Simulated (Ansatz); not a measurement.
One change: `[OH][Y]([Cl])[Cl]` becomes `[OH][Y]([F])[Cl]`.

Ansatz, PBE0-D4/def2-TZVP geometries, multiplicity 1. Each molecule was computed in one conformer, which needn't be the lowest.

Elements past krypton have def2 core potentials.

```json
{"property": "LUMO energy (PBE/def2-TZVPP) / eV", "`[OH][Y]([Cl])[Cl]`": "-3.13"}
{"property": "HOMO–LUMO gap (B3LYP/def2-TZVPP) / eV", "`[OH][Y]([Cl])[Cl]`": "5.71"}
{"property": "HOMO energy (PBE0/def2-TZVPP) / eV", "`[OH][Y]([Cl])[Cl]`": "-8.70"}
{"property": "HOMO–LUMO gap (ωB97M-V/def2-TZVPP) / eV", "`[OH][Y]([Cl])[Cl]`": "10.04"}
{"property": "HOMO energy (ωB97M-V/def2-TZVPP) / eV", "`[OH][Y]([Cl])[Cl]`": "-10.97"}
{"property": "LUMO energy (ωB97M-V/def2-TZVPP) / eV", "`[OH][Y]([Cl])[Cl]`": "-0.93"}
```

Task: Give the same properties after the change, and the shifts. (Estimate.)

Result: Ansatz gave: 
```json
{"property": "LUMO energy (PBE/def2-TZVPP) / eV", "`[OH][Y]([F])[Cl]`": "-2.96", "shift": "0.17"}
{"property": "HOMO–LUMO gap (B3LYP/def2-TZVPP) / eV", "`[OH][Y]([F])[Cl]`": "5.79", "shift": "0.08"}
{"property": "HOMO energy (PBE0/def2-TZVPP) / eV", "`[OH][Y]([F])[Cl]`": "-8.63", "shift": "0.07"}
{"property": "HOMO–LUMO gap (ωB97M-V/def2-TZVPP) / eV", "`[OH][Y]([F])[Cl]`": "10.09", "shift": "0.05"}
{"property": "HOMO energy (ωB97M-V/def2-TZVPP) / eV", "`[OH][Y]([F])[Cl]`": "-10.92", "shift": "0.05"}
{"property": "LUMO energy (ωB97M-V/def2-TZVPP) / eV", "`[OH][Y]([F])[Cl]`": "-0.83", "shift": "0.10"}
```

With PBE0 the HOMO rises by 0.07 eV and the LUMO rises by 0.17 eV, so the gap widens by about 0.10 eV. PBE moves the HOMO by 0.10 eV and ωB97M-V by 0.05 eV.

B3LYP here is the variant with VWN-RPA as its local correlation; programs differ in this.
